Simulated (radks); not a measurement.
Dipole-allowed excitations along the series with 30 electrons in [Ar] 3d10 4s2. Method: scalar-relativistic Kohn-Sham, exchange-only LDA, spin-polarised, spherical densities, finite nucleus; Fermi nuclear charge, rms radius of each element as measured or else 0.836 A^(1/3) + 0.57 fm; computed with a radial shooting solver on a logarithmic mesh with Libxc functionals. Time-dependent linear response with the Hartree and adiabatic exchange-only LDA kernel, continuum included through the Sternheimer equations, no spin-orbit coupling, so fine structure and intercombination lines are absent. Lines are the poles of the dipole polarisability below minus the highest occupied eigenvalue, found on a grid refined at the orbital gaps; the lowest seven at most are given, and weak or close lines can be missed. The first line takes the name of the lowest orbital gap if no other gap lies below it; otherwise a line is named after a gap within 0.6 % of it, if that gap stands alone.

| species | -e(HOMO) (eV) | lowest orbital gap (eV) | first line (eV) | f | static alpha (bohr^3) |
|---|---|---|---|---|---|
| Te22+ | 697.43 | 4s-4p 57.867 | 67.695 (4s-4p) | 1.21 | 0.2131 |
| I23+ | 750.73 | 4s-4p 61.071 | 71.252 (4s-4p) | 1.20 | 0.1909 |
| Xe24+ | 805.96 | 4s-4p 64.393 | 74.931 (4s-4p) | 1.19 | 0.1715 |
| Cs25+ | 863.12 | 4s-4p 67.840 | 78.734 (4s-4p) | 1.19 | 0.1544 |
